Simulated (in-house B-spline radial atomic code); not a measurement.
Computed with a B-spline radial atomic code. Model: two electrons, singlet ground state, non-relativistic, full CI in B-splines with partial waves to l = 8 (at full coupling up to 3e-4 hartree above the limit, correlation up to 0.6 % small), density held at that of full coupling by Lieb maximisation.

W(λ) is the mean repulsion in the state of coupling λ less the Hartree energy of the fixed density. Its start is exact exchange, its initial slope is twice the second-order Görling-Levy correlation energy, and its area from 0 to 1 is E_xc. A straight curve means weak, dynamic correlation, and a curve that drops fast and flattens means strong correlation.

Command:
```bash
python run_ac.py task.json out
```
Settings (lengths in bohr, energies in hartree):
```
potential              dot
strength               1.39
lmax                   8
second                 2
```

Run time, properties included: 6.3 s on 1 thread of Intel(R) Xeon(R) Processor @ 2.30GHz, with other jobs on the host.

**W = mean repulsion less Hartree energy, and W of three functionals.**

Given: confinement charge in harmonic well; well frequency 1.39 hartree; nuclear charge 2; external potential omega^2 r^2/2 - Z/r.

Computed: LDA exchange minus exact 202.04 millihartree; SCAN exchange minus exact 5.2545 millihartree.

```json
{"coupling": "0", "W xc (hartree)": "-1.3872", "W xc minus exchange (millihartree)": "0", "kinetic minus Kohn-Sham (millihartree)": "0", "LDA (PW92) W minus its exchange (millihartree)": "0", "PBE W minus its exchange (millihartree)": "0", "SCAN W minus its exchange (millihartree)": "0"}
{"coupling": "0.02", "W xc (hartree)": "-1.389", "W xc minus exchange (millihartree)": "-1.83", "kinetic minus Kohn-Sham (millihartree)": "0.02", "LDA (PW92) W minus its exchange (millihartree)": "-12.66", "PBE W minus its exchange (millihartree)": "-2.14", "SCAN W minus its exchange (millihartree)": "-1.86"}
{"coupling": "0.05", "W xc (hartree)": "-1.3918", "W xc minus exchange (millihartree)": "-4.551", "kinetic minus Kohn-Sham (millihartree)": "0.11", "LDA (PW92) W minus its exchange (millihartree)": "-26.18", "PBE W minus its exchange (millihartree)": "-5.37", "SCAN W minus its exchange (millihartree)": "-4.6"}
{"coupling": "0.12", "W xc (hartree)": "?", "W xc minus exchange (millihartree)": "?", "kinetic minus Kohn-Sham (millihartree)": "?", "LDA (PW92) W minus its exchange (millihartree)": "?", "PBE W minus its exchange (millihartree)": "?", "SCAN W minus its exchange (millihartree)": "?"}
{"coupling": "0.25", "W xc (hartree)": "-1.4092", "W xc minus exchange (millihartree)": "-22.031", "kinetic minus Kohn-Sham (millihartree)": "2.72", "LDA (PW92) W minus its exchange (millihartree)": "-85.54", "PBE W minus its exchange (millihartree)": "-26.51", "SCAN W minus its exchange (millihartree)": "-21.82"}
{"coupling": "0.4", "W xc (hartree)": "?", "W xc minus exchange (millihartree)": "?", "kinetic minus Kohn-Sham (millihartree)": "?", "LDA (PW92) W minus its exchange (millihartree)": "?", "PBE W minus its exchange (millihartree)": "?", "SCAN W minus its exchange (millihartree)": "?"}
{"coupling": "0.6", "W xc (hartree)": "-1.4373", "W xc minus exchange (millihartree)": "-50.064", "kinetic minus Kohn-Sham (millihartree)": "14.54", "LDA (PW92) W minus its exchange (millihartree)": "-152.51", "PBE W minus its exchange (millihartree)": "-60.57", "SCAN W minus its exchange (millihartree)": "-48.87"}
{"coupling": "0.8", "W xc (hartree)": "-1.452", "W xc minus exchange (millihartree)": "-64.777", "kinetic minus Kohn-Sham (millihartree)": "24.83", "LDA (PW92) W minus its exchange (millihartree)": "-182.07", "PBE W minus its exchange (millihartree)": "-78.32", "SCAN W minus its exchange (millihartree)": "-62.94"}
{"coupling": "1", "W xc (hartree)": "-1.4658", "W xc minus exchange (millihartree)": "-78.639", "kinetic minus Kohn-Sham (millihartree)": "37.29", "LDA (PW92) W minus its exchange (millihartree)": "-207.86", "PBE W minus its exchange (millihartree)": "-94.94", "SCAN W minus its exchange (millihartree)": "-76.17"}
{"coupling": "1.4", "W xc (hartree)": "-1.4913", "W xc minus exchange (millihartree)": "-104.08", "kinetic minus Kohn-Sham (millihartree)": "67.72", "LDA (PW92) W minus its exchange (millihartree)": "-251.54", "PBE W minus its exchange (millihartree)": "-125.21", "SCAN W minus its exchange (millihartree)": "-100.43"}
{"coupling": "2", "W xc (hartree)": "-1.5246", "W xc minus exchange (millihartree)": "-137.38", "kinetic minus Kohn-Sham (millihartree)": "124.06", "LDA (PW92) W minus its exchange (millihartree)": "-303.95", "PBE W minus its exchange (millihartree)": "-164.48", "SCAN W minus its exchange (millihartree)": "-132.32"}
{"coupling": "3", "W xc (hartree)": "-1.57", "W xc minus exchange (millihartree)": "-182.79", "kinetic minus Kohn-Sham (millihartree)": "236.67", "LDA (PW92) W minus its exchange (millihartree)": "-370.25", "PBE W minus its exchange (millihartree)": "-217.79", "SCAN W minus its exchange (millihartree)": "-176.32"}
{"coupling": "4.5", "W xc (hartree)": "-1.6215", "W xc minus exchange (millihartree)": "-234.31", "kinetic minus Kohn-Sham (millihartree)": "427.83", "LDA (PW92) W minus its exchange (millihartree)": "-441.72", "PBE W minus its exchange (millihartree)": "-278.69", "SCAN W minus its exchange (millihartree)": "-227.29"}
{"coupling": "7", "W xc (hartree)": "-1.6804", "W xc minus exchange (millihartree)": "-293.21", "kinetic minus Kohn-Sham (millihartree)": "761.16", "LDA (PW92) W minus its exchange (millihartree)": "-522.19", "PBE W minus its exchange (millihartree)": "-350.33", "SCAN W minus its exchange (millihartree)": "-287.29"}
{"coupling": "10", "W xc (hartree)": "-1.7265", "W xc minus exchange (millihartree)": "-339.32", "kinetic minus Kohn-Sham (millihartree)": "1148.3", "LDA (PW92) W minus its exchange (millihartree)": "-586.55", "PBE W minus its exchange (millihartree)": "-409.28", "SCAN W minus its exchange (millihartree)": "-335.43"}
```

(1) What belongs in the row 0.12?

(2) What belongs in the row 0.4?

(3) What is the PBE exchange minus exact?

**Energy parts, natural occupations and partial-wave weights.**

Computed: correlation energy -0.041352 hartree; kinetic part of the DFT correlation energy 0.037287 hartree; initial slope twice GL2 -0.091781 hartree; kinetic part over minus potential part 0.47416; Hartree energy 2.7744 hartree; Kohn-Sham kinetic 4.6969 hartree; Lieb Oxford ratio E_xc over LDA exchange 1.2054.

```
natural  occupation of the shell (electrons)
      s                               1.9918
      p                            0.0058479
      s                            0.0018369
      d                           0.00026085
      p                                    ?
      f                           3.3501e-05
```

(4) What belongs in the row p?

```json
{"wave": "s", "weight": "0.99684"}
{"wave": "p", "weight": "?"}
{"wave": "d", "weight": "0.00014178"}
{"wave": "f", "weight": "1.9375e-05"}
{"wave": "g", "weight": "4.5031e-06"}
```

(5) What belongs in the row p?

(6) What is the exchange energy?

(7) What is the total energy?

## Answers

(1) W xc (hartree): -1.398; W xc minus exchange (millihartree): -10.799; kinetic minus Kohn-Sham (millihartree): 0.64; LDA (PW92) W minus its exchange (millihartree): -50.7; PBE W minus its exchange (millihartree): -12.88; SCAN W minus its exchange (millihartree): -10.81.

(2) W xc (hartree): -1.4216; W xc minus exchange (millihartree): -34.423; kinetic minus Kohn-Sham (millihartree): 6.74; LDA (PW92) W minus its exchange (millihartree): -117.49; PBE W minus its exchange (millihartree): -41.59; SCAN W minus its exchange (millihartree): -33.83.

(3) 42.274 millihartree.

(4) occupation of the shell (electrons): 0.0001277.

(5) weight: 0.0029928.

(6) -1.3872 hartree.

(7) -1.5061 hartree.

Half-way to full coupling W has made 54 % of its drop, against 50 % for a straight line, and second-order (GL2) theory, half the initial slope, overshoots the correlation energy by about 11 %: a moderate bend, as in light atoms. Over couplings 0 to 1 the errors in E_xc come to about +116 millihartree for LDA, +34 millihartree for PBE, +6.2 millihartree for SCAN, so SCAN is nearest. In LDA and PBE the errors of exchange and correlation have opposite signs, so the sum is smaller than the larger of the two.
